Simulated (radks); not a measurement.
Question: Excited configurations of Gd I: one electron is placed in a higher orbital outside [Xe] 4f7 5d1 6s1. The ground configuration is [Xe] 4f7 5d1 6s2. All-electron calculation, scalar-relativistic Kohn-Sham, BLYP, spin-polarised, spherical densities, finite nucleus; open shells are filled with parallel spins first (spin-orbit coupling, left out, can overturn this in heavy ions); Fermi nuclear charge, rms radius 5.1569 fm. Program: a radial shooting solver on a logarithmic mesh with Libxc functionals. Excitation = E - E(ground); binding = E(ion) - E, where the ion is the core of charge +1; n* = 1/sqrt(2 binding) in atomic units, and the quantum defect is n - n*.

| outer orbital | excitation (eV) | binding (eV) | n* | quantum defect | eigenvalue (eV) | <r> (bohr) |
|---|---|---|---|---|---|---|
| 6d | 4.611 | 1.471 | 3.041 | 2.959 | -0.633 | 11.04 |
| 7s | 3.897 | 2.185 | 2.495 | 4.505 | -1.260 | 9.698 |
| 7p | 4.440 | 1.642 | 2.879 | 4.121 | -0.930 | 12.27 |
| 7f | 5.554 | 0.528 | 5.077 | 1.923 | -0.315 | 40.76 |

Estimate the row for 6p.

Answer: excitation (eV) 2.174; binding (eV) 3.908; n* 1.866; quantum defect 4.134; eigenvalue (eV) -1.963; <r> (bohr) 5.224. The Delta-SCF ionisation energy is 6.082 eV (NIST Atomic Spectra Database: 6.150 eV, measured). Self-interaction in the functional shifts the binding energies and quantum defects, so they are the method's values and not measured ones. Open shells are spherical and high-spin; term and fine-structure splittings are not resolved. Spin-orbit splitting is averaged out at the scalar-relativistic level.
